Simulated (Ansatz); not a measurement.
Consider the ligand exchange at the Si–F bond: `F[SiH](Cl)N[SiH3]` + HCl → `[SiH3]N[SiH](Cl)Cl` + H–F.

Calculated with Ansatz (gas phase, PBE0-D4/def2-TZVP geometries, no zero-point term in ΔE). CBS: MP2 limit from def2 TZ/QZ plus the TZ coupled-cluster correction, frozen cores. This one scheme is used for every species. Functionals use def2-TZVPP. HSE06 is defined as in plane-wave codes. Each species was taken in one conformer, which may not be the lowest.

Task: Is it downhill or uphill in electronic energy at CCSD(T)/CBS, and by how much? (Estimate.)

Result: The calculation gave: Uphill: ΔE = +47.0 kJ/mol.

Task: What do these levels give: BLYP-D4, r2SCANh-D4, BHLYP-D4, B2PLYP, PBE-QIDH, r2SCAN, PBE0, HSE06, HF/def2-SVP, HF/def2-TZVPP, CCSD(T)/def2-TZVPP, SCS-MP2/def2-QZVPP? (An estimate is asked.)

Result: Ansatz gave: BLYP-D4 49.8, r2SCANh-D4 50.0, BHLYP-D4 52.9, B2PLYP 54.7, PBE-QIDH 45.1, r2SCAN 52.0, PBE0 45.3, HSE06 44.8, HF/def2-SVP 54.2, HF/def2-TZVPP 64.4, CCSD(T)/def2-TZVPP 51.6, SCS-MP2/def2-QZVPP 49.3 kJ/mol.

Largest T1 diagnostic among the species: 0.011.

The D4 term adds −7.5 kJ/mol with B3LYP and −4.1 kJ/mol with PBE0; it sums over pairs of atoms, weighted by their polarisabilities, and B3LYP, whose exchange is more repulsive, gets the larger term. In def2-TZVPP, CCSD(T) changes the Hartree–Fock value by −12.7 kJ/mol (the triples alone add −2.8 kJ/mol) and MP2 by −19.5 kJ/mol.

B3LYP here is the variant with VWN-RPA as its local correlation; programs differ in this.
